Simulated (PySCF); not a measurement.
**Deuteron quadrupole couplings in `CC#C[C@H]1C=CCC1`**

C8H10.
Structure used (GFN2-xTB), in Å, numbered top down from 1:
```
atom  x, y, z in Å
C1     3.626   -0.147   -0.090
C2     2.219   -0.116   -0.432
C3     1.059   -0.084   -0.731
C4    -0.356   -0.064   -1.053
C5    -1.085   -1.258   -0.490
C6    -2.188   -0.912    0.147
C7    -2.420    0.569    0.124
C8    -1.098    1.137   -0.420
H9     4.145    0.681   -0.573
H10    4.069   -1.085   -0.423
H11    3.751   -0.061    0.990
H12   -0.460   -0.058   -2.147
H13   -0.706   -2.255   -0.632
H14   -2.888   -1.581    0.619
H15   -2.662    0.962    1.113
H16   -3.259    0.803   -0.537
H17   -1.259    1.937   -1.140
H18   -0.496    1.536    0.398
```

Level: PBE0/pcSseg-1 (PySCF, non-relativistic); Q(2H) = 0.00286 b; rigid geometry, the same for H and D, with no vibrational averaging.

Question: Rank these positions by the coupling χzz of a deuteron there, largest first.
A. H14 (vinylic hydrogen)
B. H16 (methylene hydrogen)
C. H12 (methine hydrogen)
D. H11 (methyl hydrogen)

Answer: A (227 kHz), D (207 kHz), B (203 kHz), C (196 kHz).

Q: Tabulate Vzz, the asymmetry η and χzz = 234.96 MHz × Q × Vzz for every hydrogen position.

A: 
```tsv
atom	bonded to	bond length (Å)	Vzz (au)	η	χzz (kHz)
H9	C1	1.090	0.3090	0.02	208
H10	C1	1.090	0.3088	0.02	208
H11	C1	1.090	0.3088	0.02	207
H12	C4	1.099	0.2910	0.01	196
H13	C5	1.076	0.3381	0.05	227
H14	C6	1.077	0.3379	0.04	227
H15	C7	1.091	0.3070	0.02	206
H16	C7	1.094	0.3019	0.02	203
H17	C8	1.089	0.3114	0.01	209
H18	C8	1.091	0.3027	0.03	203
```

Q: How does χzz go with the bond length over the 10 C–H bonds?

A: A straight-line fit has a slope of -14.2 kHz for each 0.01 Å, with a correlation coefficient of -0.99, over lengths from 1.076 to 1.099 Å. The longer bonds have the smaller couplings here.

Geometry: GFN2-xTB, one conformer, isolated molecule. GFN2-xTB bond lengths can be off by several hundredths of an ångström, more for odd bonds, and the gradients follow them. A larger basis could move these couplings by a tenth or more.

The run behind these numbers computed NMR shieldings as well. The run took 21 s of wall time on Arm Neoverse V2, one thread, on a shared host.
